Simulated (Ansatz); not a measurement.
The cluster Si4H8, relaxed as a singlet with RKS r2SCAN-D4/def2-SVP in Ansatz, starting from the GFN1-xTB geometry. Force threshold 0.02 eV/Å.

Another isomer (singlet) lies 0.82 eV lower at PBE0-D4/def2-TZVP; other spin states weren't run for this one.

Start:

Cartesian coordinates in Å:
```
Si 0.601 1.266 2.109
Si -1.475 -0.394 -1.462
Si 0.759 -1.109 -1.644
Si -0.012 -0.199 0.401
H -0.543 1.822 2.830
H 1.539 -0.212 -2.510
H -1.919 0.719 -2.310
H 1.461 0.695 3.145
H 1.335 2.436 1.627
H -2.706 -1.191 -1.386
H 1.406 -2.398 -1.914
H -0.446 -1.435 1.113
```

(1) Estimate the energy that the relaxation releases and the steps that it takes.

(2) Does the start keep its bonding?

(3) Predict the relaxed structure.

## Answers

(1) 0.45 eV, in 13 steps; 22 s on 4 threads of Arm Neoverse V1 on a shared host. No frequencies were taken in this run, so the end may be a saddle point.

(2) By distances, no bond broke or formed. The bond that changes most is Si1–H8, from 1.46 to 1.50 Å (atoms count from 1).

(3) 
```xyz
12

Si    0.516    1.206    1.783
Si   -1.386   -0.224   -1.328
Si    0.824   -0.957   -1.437
Si   -0.216   -0.691    0.647
H    -0.544    1.755    2.684
H     1.913    0.002   -1.785
H    -1.746    1.189   -1.635
H     1.738    0.918    2.598
H     0.854    2.235    0.751
H    -2.418   -1.208   -1.765
H     1.056   -2.333   -1.963
H    -0.590   -1.893    1.449
```
Bond lengths: 4 × Si–Si 2.33 to 2.34 Å; 8 × H–Si 1.49 to 1.50 Å.
